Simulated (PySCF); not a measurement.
**How methods differ on the excitation energy of Fe⁺**

Fe⁺ [Ar] 3d6 4s1 (6D) → Fe⁺ [Ar] 3d5 4s2 (6S), as a difference of total energies. Computed with PySCF 2.14 in x2c-TZVPPall, with scalar relativity by spin-free X2C-1e. Correlated levels: valence: [Ar] frozen; valence and next inner shell: [Ne] frozen. The calculations carry no spin-orbit coupling.

```
                                method  excitation energy (eV)
                                   UHF                   2.141
                                   LDA                   3.738
                                   PBE                   3.895
                                  PBE0                   3.562
                                r2SCAN                   3.738
                                  MN15                   3.703
                                 TPSSh                   3.916
                                 wB97X                   3.003
                                 HSE06                   3.584
                         MP2 (valence)                   2.772
                     SCS-MP2 (valence)                   2.754
    MP2 (valence and next inner shell)                   3.010
SCS-MP2 (valence and next inner shell)                   2.900
```

Question: How much does correlation contribute at MP2 (valence and next inner shell)?

Answer: 3.010 − (2.141) = 0.869 eV, measured against UHF.

Errors of the correlated levels include the incompleteness of this basis and the frozen core.

For comparison: 2.839 eV (measured; NIST levels, between the centres of gravity of the two terms).
